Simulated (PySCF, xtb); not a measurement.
HI2Si, SMILES I[SiH]I (connectivity only; charge and spin as stated), charge +1, multiplicity 1.

Geometry optimised at B3LYP-D3(BJ)/def2-SVP. The multiplicity is an assumed one; other spin states were not compared. The isomer is the one that the SMILES or the coordinates give; other isomers of the formula were not compared. The def2 effective core potentials stand for the cores of I; spin–orbit coupling is left out.

Level of theory: C-PCM-PBE0/def2-SVP run with PySCF.

The values are the electrostatic part of the solvation free energy, E(continuum) − E(gas) at the gas-phase geometry, in a cavity of scaled van der Waals radii (PySCF's table); cavitation and dispersion terms are not included. In vacuum the orbital gap is 4.56 eV.

Computed values in water (ε = 78.36), 2-propanol (ε = 19.26), chlorobenzene (ε = 5.70):
| solvent | ε | ΔG(elec) (kcal/mol) | gap (eV) |
|---|---|---|---|
| water | 78.36 | -53.3 | 4.71 |
| 2-propanol | 19.26 | -51.2 | 4.71 |
| chlorobenzene | 5.70 | -44.5 | 4.68 |

For comparison, GFN2-xTB/ALPB(water) (xtb, at the GFN2-xTB geometry, all terms of that model) gives -40.9 kcal/mol.
